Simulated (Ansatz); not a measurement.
Gas-phase electronic energies from Ansatz, PBE0-D4/def2-TZVP geometries. CCSD(T)/CBS adds triple-zeta CCSD(T) − MP2 to the extrapolated MP2 energy (def2 sets, frozen cores). This one scheme is used for every species. DFT in def2-TZVPP. HSE06 is defined as in plane-wave codes. One conformer a species, not always the lowest.

Reaction (hydrogenolysis of a B–N bond): `NB(N)S` + H₂ → `NBS` + NH₃

```
             level  ΔE (kJ/mol)
               PBE         46.3
             HSE06         47.5
     HF/def2-QZVPP         41.8
SCS-MP2/def2-QZVPP         52.1
```

Problem. What does CCSD(T)/CBS give? (Best estimate.)

Solution. The calculation gave: +51.8 kJ/mol. The listed levels differ from it by -5.5, -4.3, -10.0, 0.3 kJ/mol.

Problem. What do rigid-rotor, harmonic-oscillator terms from PBE0-D4/def2-TZVP frequencies (298.15 K, 1 bar) make of the CCSD(T)/CBS value? (Best estimate.)

Solution. The calculation gave: ΔZPE = +18.5 kJ/mol, ΔH = +66.7 kJ/mol, ΔS = 21 J/(mol·K), ΔG = +60.4 kJ/mol.

Largest T1 diagnostic among the species: 0.012.

From BLYP to BHLYP (50 % exact exchange), in def2-TZVPP and without D4, ΔE moves by +4.4 kJ/mol. The D4 term adds +8.2 kJ/mol with B3LYP and +4.3 kJ/mol with PBE0; it sums over pairs of atoms, weighted by their polarisabilities, and B3LYP, whose exchange is more repulsive, gets the larger term. Leaving LDA and LC-ωPBE aside and taking each functional with its dispersion term where it has one, the values, not all of them listed here, spread over 6.8 kJ/mol, from B2PLYP to revPBE-D4. LDA lies +14.2 kJ/mol from PBE without D4.

B3LYP here is the variant with VWN-RPA as its local correlation; programs differ in this.
